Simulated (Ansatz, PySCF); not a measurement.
Bond stretch in Si(H)(Me)3, SMILES C[SiH](C)C, singlet. The Si1–C11 bond (Si1 also carries C, C, H; C11 carries H, H, H) is varied alone, starting from the PBE0/def2-SVP optimised geometry.

- UKS-PBE0 = unrestricted PBE0/def2-SVP (Ansatz, a first-principles code)
- RKS-PBE0 = restricted PBE0/def2-SVP (Ansatz)
- UKS-PBE = unrestricted PBE/def2-SVP (Ansatz)
- RKS-PBE = Ansatz with restricted PBE/def2-SVP
- UKS-B3LYP/6-31G* = unrestricted B3LYP/6-31G*, spherical d in PySCF 2.14.0
- RKS-B3LYP/6-31G* = restricted B3LYP/6-31G*, spherical d run with PySCF
- UKS-B3LYP/3-21G = PySCF 2.14.0 with unrestricted B3LYP/3-21G
- RKS-B3LYP/3-21G = restricted B3LYP/3-21G (PySCF)

Scanned distances (Å): 1.56, 1.66, 1.76, 1.85, 1.88, 1.95, 2.02, 2.15, 2.28, 2.51, 2.72, 3.08, 3.50, 3.97, 4.61, 5.50.

### Question
Where does the unrestricted solution first break spin symmetry (<S²> of 0.01 or more)?

### Answer
UKS-PBE0: between 2.72 and 3.08 Å; UKS-PBE: between 3.08 and 3.50 Å; UKS-B3LYP/6-31G*: between 3.08 and 3.50 Å; UKS-B3LYP/3-21G: between 3.08 and 3.50 Å.

```json
[
 {"R / Å": "1.56", "<S²> UKS-PBE0": "0.00", "E(RKS-PBE0) − E(UKS-PBE0) / kJ/mol": "0.0", "<S²> UKS-PBE": "0.00", "E(RKS-PBE) − E(UKS-PBE) / kJ/mol": "0.0", "<S²> UKS-B3LYP/6-31G*": "0.00", "E(RKS-B3LYP/6-31G*) − E(UKS-B3LYP/6-31G*) / kJ/mol": "0.0", "<S²> UKS-B3LYP/3-21G": "0.00", "E(RKS-B3LYP/3-21G) − E(UKS-B3LYP/3-21G) / kJ/mol": "0.0"},
 {"R / Å": "1.66", "<S²> UKS-PBE0": "0.00", "E(RKS-PBE0) − E(UKS-PBE0) / kJ/mol": "0.0", "<S²> UKS-PBE": "0.00", "E(RKS-PBE) − E(UKS-PBE) / kJ/mol": "0.0", "<S²> UKS-B3LYP/6-31G*": "0.00", "E(RKS-B3LYP/6-31G*) − E(UKS-B3LYP/6-31G*) / kJ/mol": "0.0", "<S²> UKS-B3LYP/3-21G": "0.00", "E(RKS-B3LYP/3-21G) − E(UKS-B3LYP/3-21G) / kJ/mol": "0.0"},
 {"R / Å": "1.76", "<S²> UKS-PBE0": "0.00", "E(RKS-PBE0) − E(UKS-PBE0) / kJ/mol": "0.0", "<S²> UKS-PBE": "0.00", "E(RKS-PBE) − E(UKS-PBE) / kJ/mol": "0.0", "<S²> UKS-B3LYP/6-31G*": "0.00", "E(RKS-B3LYP/6-31G*) − E(UKS-B3LYP/6-31G*) / kJ/mol": "0.0", "<S²> UKS-B3LYP/3-21G": "0.00", "E(RKS-B3LYP/3-21G) − E(UKS-B3LYP/3-21G) / kJ/mol": "0.0"},
 {"R / Å": "1.85", "<S²> UKS-PBE0": "0.00", "E(RKS-PBE0) − E(UKS-PBE0) / kJ/mol": "0.0", "<S²> UKS-PBE": "0.00", "E(RKS-PBE) − E(UKS-PBE) / kJ/mol": "0.0", "<S²> UKS-B3LYP/6-31G*": "0.00", "E(RKS-B3LYP/6-31G*) − E(UKS-B3LYP/6-31G*) / kJ/mol": "0.0", "<S²> UKS-B3LYP/3-21G": "0.00", "E(RKS-B3LYP/3-21G) − E(UKS-B3LYP/3-21G) / kJ/mol": "0.0"},
 {"R / Å": "1.88", "<S²> UKS-PBE0": "0.00", "E(RKS-PBE0) − E(UKS-PBE0) / kJ/mol": "0.0", "<S²> UKS-PBE": "0.00", "E(RKS-PBE) − E(UKS-PBE) / kJ/mol": "0.0", "<S²> UKS-B3LYP/6-31G*": "0.00", "E(RKS-B3LYP/6-31G*) − E(UKS-B3LYP/6-31G*) / kJ/mol": "0.0", "<S²> UKS-B3LYP/3-21G": "0.00", "E(RKS-B3LYP/3-21G) − E(UKS-B3LYP/3-21G) / kJ/mol": "0.0"},
 {"R / Å": "1.95", "<S²> UKS-PBE0": "0.00", "E(RKS-PBE0) − E(UKS-PBE0) / kJ/mol": "0.0", "<S²> UKS-PBE": "0.00", "E(RKS-PBE) − E(UKS-PBE) / kJ/mol": "0.0", "<S²> UKS-B3LYP/6-31G*": "0.00", "E(RKS-B3LYP/6-31G*) − E(UKS-B3LYP/6-31G*) / kJ/mol": "0.0", "<S²> UKS-B3LYP/3-21G": "0.00", "E(RKS-B3LYP/3-21G) − E(UKS-B3LYP/3-21G) / kJ/mol": "0.0"},
 {"R / Å": "2.02", "<S²> UKS-PBE0": "0.00", "E(RKS-PBE0) − E(UKS-PBE0) / kJ/mol": "0.0", "<S²> UKS-PBE": "0.00", "E(RKS-PBE) − E(UKS-PBE) / kJ/mol": "0.0", "<S²> UKS-B3LYP/6-31G*": "0.00", "E(RKS-B3LYP/6-31G*) − E(UKS-B3LYP/6-31G*) / kJ/mol": "0.0", "<S²> UKS-B3LYP/3-21G": "0.00", "E(RKS-B3LYP/3-21G) − E(UKS-B3LYP/3-21G) / kJ/mol": "0.0"},
 {"R / Å": "2.15", "<S²> UKS-PBE0": "0.00", "E(RKS-PBE0) − E(UKS-PBE0) / kJ/mol": "0.0", "<S²> UKS-PBE": "0.00", "E(RKS-PBE) − E(UKS-PBE) / kJ/mol": "0.0", "<S²> UKS-B3LYP/6-31G*": "0.00", "E(RKS-B3LYP/6-31G*) − E(UKS-B3LYP/6-31G*) / kJ/mol": "0.0", "<S²> UKS-B3LYP/3-21G": "0.00", "E(RKS-B3LYP/3-21G) − E(UKS-B3LYP/3-21G) / kJ/mol": "0.0"},
 {"R / Å": "2.28", "<S²> UKS-PBE0": "0.00", "E(RKS-PBE0) − E(UKS-PBE0) / kJ/mol": "0.0", "<S²> UKS-PBE": "0.00", "E(RKS-PBE) − E(UKS-PBE) / kJ/mol": "0.0", "<S²> UKS-B3LYP/6-31G*": "0.00", "E(RKS-B3LYP/6-31G*) − E(UKS-B3LYP/6-31G*) / kJ/mol": "0.0", "<S²> UKS-B3LYP/3-21G": "0.00", "E(RKS-B3LYP/3-21G) − E(UKS-B3LYP/3-21G) / kJ/mol": "0.0"},
 {"R / Å": "2.51", "<S²> UKS-PBE0": "0.00", "E(RKS-PBE0) − E(UKS-PBE0) / kJ/mol": "0.0", "<S²> UKS-PBE": "0.00", "E(RKS-PBE) − E(UKS-PBE) / kJ/mol": "0.0", "<S²> UKS-B3LYP/6-31G*": "0.00", "E(RKS-B3LYP/6-31G*) − E(UKS-B3LYP/6-31G*) / kJ/mol": "0.0", "<S²> UKS-B3LYP/3-21G": "0.00", "E(RKS-B3LYP/3-21G) − E(UKS-B3LYP/3-21G) / kJ/mol": "0.0"},
 {"R / Å": "2.72", "<S²> UKS-PBE0": "0.00", "E(RKS-PBE0) − E(UKS-PBE0) / kJ/mol": "0.0", "<S²> UKS-PBE": "0.00", "E(RKS-PBE) − E(UKS-PBE) / kJ/mol": "0.0", "<S²> UKS-B3LYP/6-31G*": "0.00", "E(RKS-B3LYP/6-31G*) − E(UKS-B3LYP/6-31G*) / kJ/mol": "0.0", "<S²> UKS-B3LYP/3-21G": "0.00", "E(RKS-B3LYP/3-21G) − E(UKS-B3LYP/3-21G) / kJ/mol": "0.0"},
 {"R / Å": "3.08", "<S²> UKS-PBE0": "0.10", "E(RKS-PBE0) − E(UKS-PBE0) / kJ/mol": "0.4", "<S²> UKS-PBE": "0.00", "E(RKS-PBE) − E(UKS-PBE) / kJ/mol": "0.0", "<S²> UKS-B3LYP/6-31G*": "0.00", "E(RKS-B3LYP/6-31G*) − E(UKS-B3LYP/6-31G*) / kJ/mol": "0.0", "<S²> UKS-B3LYP/3-21G": "0.00", "E(RKS-B3LYP/3-21G) − E(UKS-B3LYP/3-21G) / kJ/mol": "0.0"},
 {"R / Å": "3.50", "<S²> UKS-PBE0": "0.68", "E(RKS-PBE0) − E(UKS-PBE0) / kJ/mol": "30.7", "<S²> UKS-PBE": "0.36", "E(RKS-PBE) − E(UKS-PBE) / kJ/mol": "4.0", "<S²> UKS-B3LYP/6-31G*": "0.60", "E(RKS-B3LYP/6-31G*) − E(UKS-B3LYP/6-31G*) / kJ/mol": "20.7", "<S²> UKS-B3LYP/3-21G": "0.59", "E(RKS-B3LYP/3-21G) − E(UKS-B3LYP/3-21G) / kJ/mol": "19.3"},
 {"R / Å": "3.97", "<S²> UKS-PBE0": "0.90", "E(RKS-PBE0) − E(UKS-PBE0) / kJ/mol": "79.0", "<S²> UKS-PBE": "0.78", "E(RKS-PBE) − E(UKS-PBE) / kJ/mol": "30.0", "<S²> UKS-B3LYP/6-31G*": "0.87", "E(RKS-B3LYP/6-31G*) − E(UKS-B3LYP/6-31G*) / kJ/mol": "61.8", "<S²> UKS-B3LYP/3-21G": "0.87", "E(RKS-B3LYP/3-21G) − E(UKS-B3LYP/3-21G) / kJ/mol": "60.9"},
 {"R / Å": "4.61", "<S²> UKS-PBE0": "0.98", "E(RKS-PBE0) − E(UKS-PBE0) / kJ/mol": "132.3", "<S²> UKS-PBE": "0.95", "E(RKS-PBE) − E(UKS-PBE) / kJ/mol": "64.0", "<S²> UKS-B3LYP/6-31G*": "0.98", "E(RKS-B3LYP/6-31G*) − E(UKS-B3LYP/6-31G*) / kJ/mol": "109.3", "<S²> UKS-B3LYP/3-21G": "0.98", "E(RKS-B3LYP/3-21G) − E(UKS-B3LYP/3-21G) / kJ/mol": "110.3"},
 {"R / Å": "5.50", "<S²> UKS-PBE0": "1.00", "E(RKS-PBE0) − E(UKS-PBE0) / kJ/mol": "174.9", "<S²> UKS-PBE": "1.00", "E(RKS-PBE) − E(UKS-PBE) / kJ/mol": "91.4", "<S²> UKS-B3LYP/6-31G*": "1.00", "E(RKS-B3LYP/6-31G*) − E(UKS-B3LYP/6-31G*) / kJ/mol": "148.0", "<S²> UKS-B3LYP/3-21G": "1.00", "E(RKS-B3LYP/3-21G) − E(UKS-B3LYP/3-21G) / kJ/mol": "149.8"}
]
```
